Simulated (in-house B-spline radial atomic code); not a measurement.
How numerical settings move a run on Mn III (Mn2+), [Ar] 3d5. Computed with a B-spline radial code for spherical atoms: Dirac-Kohn-Sham PBE0, spherical fractional occupations, Fermi nucleus of rms radius 3.7057 fm.

Command:
```bash
python run_scf.py task.json out
```
Settings of the sound reference run:
```
Z                25
electrons        23
configuration    [Ar] 3d5
hamiltonian      dirac
method           pbe0
spin_polarised   False
nucleus          fermi
rms_radius       3.7057
mass_number      55
atomic_mass      54.93804
speed_of_light   137.036
knot_spacing     0.22
spline_order     8
gauss_points     12
box_radius       22.22
max_iterations   70
damping          0.5
damped_steps     3
diis_vectors     10
tolerance        1e-08
start            Thomas-Fermi
```

Time taken, with all properties: 2.1 s on 1 thread of Arm Neoverse N1, with other jobs on the host.

It converges in 10 iterations to -1157.216191 hartree, with 3d5/2 at -24.483 eV. The other runs change the listed settings, some to values that make no sense; their results aren't properties of the atom or ion. Radii are in bohr (the nuclear one in fm), a minus after a letter asks for a j subshell, and «unchanged» means within 1e-8 hartree. The run stops when the residual is below 10 × tolerance × max(1, Z/10), or a noise floor if that is larger, and the energy moves by less than 1e-8 × √|E| hartree; so very loose and very tight tolerances often act alike.

| changed settings | outcome |
| --- | --- |
| first_knot = 0.12, max_iterations = 8, damped_steps = 30 | not converged after 8 iterations, last residual 1.2e-03, last energy +2.87e+00 hartree from the reference |
| start = bare nucleus | converged in 10 iterations, energy unchanged, 3d5/2 level +2.5e-06 eV |
| gauss_points = 5 | converged in 10 iterations, energy -2.16e-08 hartree from the reference |
| diis_vectors = 0 | converged in 20 iterations, energy unchanged, 3d5/2 level +5.5e-06 eV |
| diis_vectors = 1 | not converged after 70 iterations, last residual 4.9e-01, last energy +6.14e+00 hartree from the reference |
| electrons = 29, configuration = [Ar] 3d11, max_iterations = 75 | stopped with error: shell 3d holds at most 10 electrons |
| gauss_points = 4 | converged in 10 iterations, energy +5.75e-07 hartree from the reference, 3d5/2 level -8.9e-07 eV |
| diis_vectors = 4 | converged in 10 iterations, energy unchanged, 3d5/2 level +3.9e-06 eV |
| knot_spacing = 0.3, box_radius = 1.33, first_knot = 0.12, max_iterations = 75, diis_vectors = 0 | converged in 18 iterations, energy +2.22e+01 hartree from the reference, 3d5/2 level +9.9e+01 eV (the program warns: 3d5/2 has a positive eigenvalue: unbound, held by the box; 3p1/2 has a positive eigenvalue: unbound, held by the box) |
| method = scan,scan | stopped with error: meta-GGAs are not served with the Dirac Hamiltonian |
| gauss_points = 16 | converged in 10 iterations, energy unchanged |

Task: What happens with gauss_points = 5, box_radius = 6.67, max_iterations = 2, damped_steps = 30?

Result: Not converged after 2 iterations, last residual 4.9e-01, last energy +6.04e+00 hartree from the reference.

Task: What happens with gauss_points = 3?

Result: Converged in 9 iterations, energy +3.06e-05 hartree from the reference, 3d5/2 level -7.4e-05 eV.

Task: What happens with electrons = 31, configuration = [Ar] 3d5 5s2 5p6, max_iterations = 100?

Result: Converged in 18 iterations to -1156.7619 hartree, a different physical problem (warning: 5s1/2 has a positive eigenvalue: unbound, held by the box).

Task: What happens with gauss_points = 3, max_iterations = 75, damping = 0.2?

Result: Converged in 10 iterations, energy +3.06e-05 hartree from the reference, 3d5/2 level +1.9e-05 eV.
